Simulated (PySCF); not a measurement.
## Si⁺ (silicon, charge +1) across methods

[Ne] 3s2 3d1, 2D determinant (an excited configuration). Calculation: PySCF 2.14, in aug-cc-pVDZ-DK; the spin-free X2C one-electron Hamiltonian (Gaussian nucleus). The B2PLYP total includes its PT2 part (frozen core); its orbital energies are those of the SCF part.

```
   method  E (hartree)  mean ε 3s α (eV)  mean ε 3s β (eV)  mean ε 3d α (eV)  Σ⟨r²⟩ (bohr²)   ⟨S²⟩
      PBE    -289.2133           -21.314           -20.935            -5.291          27.68  0.751
     PBE0    -289.2289           -22.465           -22.113            -5.725          27.95  0.751
      LDA    -288.1794           -21.521           -21.112            -5.055          27.83  0.750
      UHF   -288.82802           -25.073           -24.700            -6.484          29.18  0.751
     MN15    -289.3220           -22.839           -22.327            -5.539          27.74  0.751
  wB97X-V    -289.2920           -24.784           -24.514            -6.964          27.91  0.750
BHandHLYP    -289.3562           -23.508           -23.249            -5.921          28.29  0.750
   B2PLYP    -289.2333           -23.457           -23.158            -5.916          28.44  0.750
   r2SCAN    -289.3126           -21.351           -21.218            -5.296          27.82  0.751
```

The outer electron is Rydberg-like, and this basis confines it to a smaller radius and binds it less than a complete one would.
